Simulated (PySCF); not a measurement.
Computed IR spectrum (relative IR intensity) of a molecule CH5ClF2Si2. The structure is a stationary point at B3LYP-D3(BJ)/def2-SVP. The values are those of a single conformer. Calculation: B3LYP-D3(BJ)/def2-SVP run with PySCF. Frequencies are harmonic and unscaled.

Lines under 2 % of the strongest are left out, and lines within 2 cm⁻¹ are merged.

ν (cm⁻¹): 164 (w), 216 (vw), 231 (w), 311 (w), 409 (w), 511 (m), 526 (w), 599 (s), 708 (w), 770 (m), 875 (vs), 904 (m), 938 (m), 943 (m), 1049 (m), 1227 (vw), 1444 (vw), 2222 (m), 2235 (m), 2242 (m), 3030 (w), 3091 (w) (against the strongest line: vs over 80 %, s over 45 %, m over 15 %, w over 4 %, vw less)

**Question.** Which structure fits?
(A) C[Si](F)(F)[SiH2]Cl
(B) FC[Si@](F)([SiH3])Cl
(C) F[SiH2][C@H](F)[SiH2]Cl
(D) F[Si](F)(Cl)C[SiH3]

**Answer.** B, FC[Si@](F)([SiH3])Cl
